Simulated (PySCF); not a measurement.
# Correlation energy of Mg(3+) (magnesium, charge +3)

[He] 2s2 2p5, 2P determinant. Calculation: PySCF 2.14, in Sapporo-DZP-2012 (5s4p1d, 22 functions); the spin-free X2C one-electron Hamiltonian (Gaussian nucleus). Frozen: [He] 2s2; 5 electrons correlated.

Total MP2 correlation energy: -106.14 mhartree.

Same-spin part -31.20 and opposite-spin part -74.95 mhartree; SCS-MP2 scales them by 1/3 and 6/5 to -100.34 mhartree.

```json
{"level": "CCSD", "correlation energy (mhartree)": "-112.22"}
{"level": "(T)", "correlation energy (mhartree)": "-0.18"}
{"level": "CCSD(T)", "correlation energy (mhartree)": "-112.40"}
```

Diagnostics: T1 = 0.00096, D1 = 0.0015, largest double amplitude 0.015.

Cost of the coupled-cluster step: 0.2 s of wall time on 1 thread of Neoverse-N1 (shared host), for 5 correlated electrons.

Iterations:

```
CC2 = 0
CCSD nocc = (np.int64(3), np.int64(2)), nmo = (20, 20)
frozen orbitals [[0, 1], [0, 1]]
max_cycle = 100
direct = 0
conv_tol = 1e-08
conv_tol_normt = 1e-06
diis_space = 8
diis_start_cycle = 0
Init t2, MP2 energy = -0.106143621697309
Init E_corr(UCCSD) = -0.106143621697723
cycle = 1  E_corr(UCCSD) = -0.111741748496789  dE = -0.0055981268  norm(t1,t2) = 0.00624094
cycle = 2  E_corr(UCCSD) = -0.112147476104991  dE = -0.000405727608  norm(t1,t2) = 0.00141181
cycle = 3  E_corr(UCCSD) = -0.112230185961268  dE = -8.27098563e-05  norm(t1,t2) = 0.000540118
cycle = 4  E_corr(UCCSD) = -0.112221006557368  dE = 9.1794039e-06  norm(t1,t2) = 6.652e-05
cycle = 5  E_corr(UCCSD) = -0.11222172769349  dE = -7.21136122e-07  norm(t1,t2) = 8.43607e-06
cycle = 6  E_corr(UCCSD) = -0.112221736567822  dE = -8.87433192e-09  norm(t1,t2) = 1.46112e-06
cycle = 7  E_corr(UCCSD) = -0.112221724033534  dE = 1.25342877e-08  norm(t1,t2) = 1.44395e-07
cycle = 8  E_corr(UCCSD) = -0.112221724305622  dE = -2.72088241e-10  norm(t1,t2) = 1.55808e-08
UCCSD converged
E(UCCSD) = -196.3117474524758  E_corr = -0.1122217243056224
UCCSD(T) correction = -0.000176757225825985
```
